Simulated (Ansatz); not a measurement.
System: C5H4BrN, charge 0, multiplicity 1. SMILES: c1nccc(Br)c1
Geometry from a B3LYP-D3(BJ)/def2-TZVP (Ansatz, an electronic-structure program) optimisation:
```xyz
11

Br     1.7900     0.1470    -0.0104
C     -0.1068    -0.0088     0.0006
C     -0.8974     1.1283    -0.0414
C     -2.2770     0.9532    -0.0310
N     -2.8747    -0.2362     0.0167
C     -2.0904    -1.3119     0.0564
C     -0.7007    -1.2596     0.0507
H     -0.4631     2.1165    -0.0809
H     -2.9282     1.8200    -0.0629
H     -2.5910    -2.2734     0.0950
H     -0.1105    -2.1636     0.0842
```

Parts of the frozen-core correlation energy in 6-31G (Ansatz, hartree). Frozen orbitals: 20; correlated occupied orbitals by spin: 18 and 18; virtual: 53 and 53. No spin-orbit coupling. Non-relativistic. The restricted reference is unstable.

| term | value |
|---|---|
| reference (HF) | -2818.05889 |
| MP2 opposite-spin | -0.42943 |
| MP2 same-spin | -0.15283 |
| CCSD correlation | -0.61858 |
| (T) | -0.02454 |
| T1 diagnostic | 0.011 |
| largest doubles amplitude | 0.108 |
